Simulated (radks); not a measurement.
Effect of the nuclear size on neutral vanadium, [Ar] 3d3 4s2. All-electron calculation, Dirac Kohn-Sham, LDA (Slater exchange, Perdew-Wang correlation), spin-unpolarised, spherical densities, finite nucleus; open shells are shared between the two j in proportion to 2j + 1; Fermi nuclear charge, rms radius 3.6002 fm. Program: a radial shooting solver on a logarithmic mesh with Libxc functionals. The rms radius is varied about that value; shifts are against it.

| rms radius (fm) | total energy shift (eV) | density at nucleus (e/bohr^3) | 1s1/2 shift (meV) | 2s1/2 shift (meV) | 3s1/2 shift (meV) |
|---|---|---|---|---|---|
| 3.1538 | -0.0138 | 9871 | -5.84 | -0.496 | -0.066 |
| 3.2834 | -0.00998 | 9858 | -4.22 | -0.358 | -0.048 |
| 3.6002 | 0 | 9828 | 0.000 | 0.000 | 0.000 |
| 3.7154 | 0.00385 | 9817 | 1.63 | 0.138 | 0.018 |
| 4.2266 | 0.0223 | 9775 | 9.46 | 0.803 | 0.107 |

Slopes of the eigenvalues against <r^2> in GHz/fm^2, as finite differences over the two radii next to the reference (eigenvalue slopes, not the field-shift constants of lines): 1s1/2 468, 2s1/2 39.7, 3s1/2 5.30.
